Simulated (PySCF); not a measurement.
**C$_{5}$H$_{3}$ClO$_{2}$: calculation and literature**

Geometry:
| atom | x (Å) | y (Å) | z (Å) |
| --- | --- | --- | --- |
| O1 | 2.665 | 0.379 | 0.967 |
| C2 | 1.981 | 0.430 | -0.003 |
| Cl3 | 2.649 | 0.899 | -1.578 |
| C4 | 0.565 | 0.127 | -0.029 |
| C5 | -0.247 | -0.271 | 0.995 |
| C6 | -1.535 | -0.432 | 0.437 |
| C7 | -1.408 | -0.121 | -0.882 |
| O8 | -0.147 | 0.218 | -1.177 |
| H9 | 0.065 | -0.422 | 2.016 |
| H10 | -2.438 | -0.737 | 0.940 |
| H11 | -2.108 | -0.096 | -1.702 |

Published estimates (parent shift plus substituent increments) and measurements: δ 1H H11 7.88; H9 7.52; H10 6.70 ppm (estimated from measurements, as parent shift plus tabulated substituent increment; solution, not stated per compound (mostly CDCl3 or CCl4); Pretsch, Buehlmann, Badertscher, Structure Determination of Organic Compounds, 4th ed. (2009)).

Computed data (PySCF 2.14): σ from GIAO-B97-2/pcSseg-2, PBE0-D3(BJ)/def2-TZVP structure. Isolated molecule, relativity neglected, a single conformation.

Q: How close does the calculation come?

A: 
Reference values: estimated from measurements, as parent shift plus tabulated substituent increment (solution, not stated per compound (mostly CDCl3 or CCl4); Pretsch, Buehlmann, Badertscher, Structure Determination of Organic Compounds, 4th ed. (2009)).
```
atoms  quantity  reference  computed  computed, scaled
  H11      δ 1H       7.88      7.72              7.39
   H9      δ 1H       7.52      7.66              7.33
  H10      δ 1H       6.70      6.80              6.52
```

Computed shifts are σ(ref) − σ with the named reference compound (TMS for H and C) calculated as an isolated molecule at the same level. The measured values may be among those fitted. Expected solution values come from regression of measured δ (H and C: mostly CDCl3, vs TMS) on computed σ: 1H (scatter 0.14 ppm rms, 0.16 ppm with the 4 outliers that the fit left out). A few per cent of atoms miss by over 2 rms, more outside the fitted compound classes.

Q: How far are the unscaled 1H shifts from the references?

A: Mean signed difference +0.03 ppm, mean absolute 0.13 ppm over 3 comparisons; the largest is -0.16 ppm at H11 (hydrogen on an aromatic CH next to the ring oxygen).
